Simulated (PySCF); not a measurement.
F₃Sn (SMILES [F][Sn+]([F])[F]), charge +1, singlet, at a GFN2-xTB geometry (such geometries of metal compounds can be far from the true shape) (core potentials on Sn). Base run: WB97X/def2-SVP (PySCF).

The PySCF input:
```python
from pyscf import gto, scf, dft

mol = gto.Mole()
mol.atom = '''
    Sn    0.000000   -0.000000    0.000000
    F    -1.725569   -1.090080    0.066814
    F    -0.010204    1.880154   -0.797021
    F     1.735773   -0.790074    0.730207
'''
mol.basis = 'def2-svp'
mol.ecp = {'Sn': 'def2-svp'}
mol.charge = 1
mol.spin = 0
mol.verbose = 3
mol.build()

mf = dft.RKS(mol)
mf.xc = 'wb97x'
mf.kernel()
mf.analyze()
```

The base run was repeated with changes; each row names its change, and settings that it needs were set with it.

```
change                               ΔE vs base (mEh)  grid points  electrons on the grid
-----------------------------------  ----------------  -----------  ---------------------
base                                            0.000        64744               47.99999
grids.radi_method = gauss_chebyshev             0.450        62936               47.99999
grids.level = 4                                 0.045       118640               48.00001
grids.level = 1                                -2.164        23928               47.99997
grids.level = 2                                -0.413        48856               47.99992
grids.becke_scheme = stratmann                 -0.012        64744               48.00001
grids.atom_grid = (99, 590)                     0.112       124552               48.00001
grids.prune = off                               0.005       109184               47.99999
grids.level = 7                                 0.071       358040               48.00000
grids.atom_grid = (50, 194)                    -5.665        26008               47.99996
grids.atom_grid = (30, 110)                    13.134         9808               47.99850
```
